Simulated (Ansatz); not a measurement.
The same molecule with X = C, Ge, Sn. Ansatz, PBE0-D4/def2-TZVP geometries, multiplicity 1.

Elements past krypton have def2 core potentials. Scalar relativity is left out up to krypton.

| X | molecule | mean X–Br bond length / Å | mean X–Cl bond length / Å | mean X–F bond length / Å | HOMO energy (B3LYP/def2-TZVPP) / eV | HOMO–LUMO gap (PBE0/def2-TZVPP) / eV | HOMO energy (PBE0/def2-TZVPP) / eV |
| --- | --- | --- | --- | --- | --- | --- | --- |
| Ge | `[F][GeH]([Cl])[Br]` | 2.271 | 2.120 | 1.721 | -8.81 | 7.68 | -9.09 |
| Sn | `[F][SnH]([Cl])[Br]` | 2.440 | 2.295 | 1.903 | -8.81 | 6.78 | -9.09 |

Question: Give the row for X = C, `FC(Cl)Br`. (An estimate is asked.)

Answer: The calculation gave: 
```
X    molecule  mean X–Br bond length / Å  mean X–Cl bond length / Å  mean X–F bond length / Å  HOMO energy (B3LYP/def2-TZVPP) / eV  HOMO–LUMO gap (PBE0/def2-TZVPP) / eV  HOMO energy (PBE0/def2-TZVPP) / eV
C  `FC(Cl)Br`                      1.934                      1.753                     1.339                                -8.34                                  7.68                               -8.61
```

From C to Sn the mean X–Br bond length rises at each step, by 0.506 Å in all; the mean X–Cl bond length rises at each step, by 0.542 Å in all; the mean X–F bond length rises at each step, by 0.564 Å in all; the HOMO energy (B3LYP/def2-TZVPP) isn't monotonic: highest at C, lowest at Ge; the HOMO–LUMO gap (PBE0/def2-TZVPP) isn't monotonic: highest at C, lowest at Sn; the HOMO energy (PBE0/def2-TZVPP) isn't monotonic: highest at C, lowest at Ge. Bonds lengthen as the atom grows down the group.

B3LYP here is the variant with VWN-RPA as its local correlation; programs differ in this.

Spin–orbit coupling is left out; it splits and shifts lone-pair levels of the heavy atoms by tenths of an eV.
